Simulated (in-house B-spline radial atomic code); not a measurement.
Inner levels of beryllium as electrons are removed. A shift is the extra binding of the orbital against the neutral atom ([He] 2s2). Computed with an all-electron radial atomic-structure program (B-spline basis): non-relativistic Hartree-Fock, average of the configuration, point nuclei.

```
 ion  configuration  shift of 1s (eV)  radius of 1s (bohr)  Σ<r²> (bohr²)  change of density at nucleus (bohr⁻³)
  Be       [He] 2s2                 0              0.41499         17.319                                      -
 Be+       [He] 2s1            11.039              0.41499         6.5547                                -0.3128
Be2+            1s2            25.428              0.41414        0.46366                                -1.0302
Be3+            1s1            88.909                0.375         0.1875                                -15.016
```
